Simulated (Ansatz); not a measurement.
Ideal-gas functions of C2HBrFN (`N#CC(F)Br`) at 800 K and 1 bar, from an Ansatz frequency run at PBE0-D4/def2-TZVP.

Molar mass 137.94 g/mol, point group C1 (symmetry number 1), electronic degeneracy 1, moments of inertia 89.712, 241.72, 319.592 u Å². Harmonic wavenumbers (cm⁻¹, unscaled): 152, 250, 313, 444, 600, 711, 971, 1124, 1231, 1354, 2390, 3132.

Use S(trans) = R[1.5 ln M + 2.5 ln T − 1.1517]; rotational temperatures θ = 24.2544 K / I; S(rot) = R[ln(√π/σ · √(T³/θAθBθC)) + 1.5]; for each mode x = 1.438777 ν̃/T, S = R[x/(eˣ − 1) − ln(1 − e⁻ˣ)] and H = RT x/(eˣ − 1); 1 cm⁻¹ = 0.0119627 kJ/mol; R = 8.31446 J/(mol·K).

**Question.** By hand: the entropy, in J/(mol·K).

**Answer.** Translation 190.8. Rotation: θ = 0.2704, 0.1003, 0.0759 K, giving 126.3. Vibration, mode by mode: 19.12, 15.03, 13.20, 10.40, 8.07, 6.81, 4.66, 3.75, 3.22, 2.71, 0.61, 0.20, in all 87.8. Electronic 0.0. Sum 404.9 J/(mol·K).

**Question.** By hand: H − E and G − E in kJ/mol, counted from the electronic energy.

**Answer.** Zero-point energy ½ × 12672 × 0.0119627 = 75.8; thermal vibration 35.7; translation, rotation and pV give 4 RT = 26.6. H − E = 138.1 kJ/mol, and G − E = 138.1 − 800 × 404.9/1000 = -185.8 kJ/mol.

Vibration gives 22 % of the entropy. The sum counts one conformer and one mirror image; others add a mixing term.
